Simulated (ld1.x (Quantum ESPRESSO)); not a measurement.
**Before and after: ultrasoft potential for germanium**

* Element: Ge (Z = 32)
* Generator: ld1.x (Quantum ESPRESSO) 7.5
* Type: ultrasoft
* Functional: PBEsol
* Relativity: scalar-relativistic
* Frozen core: [Ar]
* Valence charge: 14
* Reference configuration: 3d10 4s2 4p2
* Partial waves: 4s (bound): rcut 1.20, rcutus 1.55 bohr; 4s channel at 0.5 Ry: rcut 1.20, rcutus 1.55 bohr; 4p (bound): rcut 1.70, rcutus 2.25 bohr; 4p channel at 2.45 Ry: rcut 1.70, rcutus 2.25 bohr; 3d (bound): rcut 0.90, rcutus 1.05 bohr; 3d channel at -1.7 Ry: rcut 0.90, rcutus 1.05 bohr
* Local potential: all-electron potential smoothed inside 1.90 bohr (lloc = -1)
* Core correction: Bessel-smoothed model core inside 0.75 bohr
* Augmentation charge: built from norm-conserving waves at rcut, not smoothed further

Change: waves 3d (bound): rcut 0.90, rcutus 1.42 bohr; 3d channel at -1.7 Ry: rcut 0.90, rcutus 1.42 bohr.

Cutoffs: the cutoffs (Ry, on a coarse ladder) from which the occupation-weighted sum of valence levels, in a spherical-Bessel basis at the reference potential, stays within 10 and 1 mRy of its value at 400 Ry; they do not see the model core or the augmentation charge, which bear on the density cutoff. Errors are all-electron minus pseudo energies relative to the spin-unpolarised reference configuration.

Q: What does the change do?

A: The potential gets softer (140 Ry and 230 Ry → 55 Ry and 90 Ry); the errors of the 7 common tests hardly move; neither file shows a bound ghost. A larger radius leaves more room for a smooth pseudo-wave, so fewer plane waves are needed.

| quantity | base | changed |
| --- | --- | --- |
| cutoff, loose | 140 Ry | 55 Ry |
| cutoff, tight | 230 Ry | 90 Ry |
| loose cutoff by channel (10 mRy a level) | s 12 Ry, p 6 Ry, d 90 Ry | s 12 Ry, p 6 Ry, d 45 Ry |
| bound ghosts | none | none |
| error for 3d10 4s2 4p1, meV [ΔE 7.45 eV] | -1.7 | -1.7 |
| error for 3d10 4s2 4p0, meV [ΔE 22.90 eV] | -10 | -11 |
| error for 3d10 4s1 4p0, meV [ΔE 57.69 eV] | -25 | -26 |
| error for 3d10 4s2 4p2.3, meV [ΔE -0.88 eV] | +0.1 | +0.1 |
| error for 3d10 4s0 4p4, meV [ΔE 16.21 eV] | -7.3 | -7.3 |
| error for 3d10 4s1 4p3, meV [ΔE 7.98 eV] | -2.0 | -2.0 |
| error for 3d9 4s2 4p2, meV [ΔE 38.69 eV] | -457 | -495 |
| s: phases at 2.44 bohr within 0.05 rad from the reference energy up to (Ry; the scan ends near 5) | 2.4 | 2.4 |
| p: phases at 2.44 bohr within 0.05 rad from the reference energy up to (Ry; the scan ends near 5) | to the end of the scan | to the end of the scan |
| d: phases at 2.44 bohr within 0.05 rad from the reference energy up to (Ry; the scan ends near 5) | to the end of the scan | to the end of the scan |
| lowest overlap eigenvalue by channel | s 0.56, p 0.60, d 1.00 | s 0.56, p 0.60, d 1.00 |
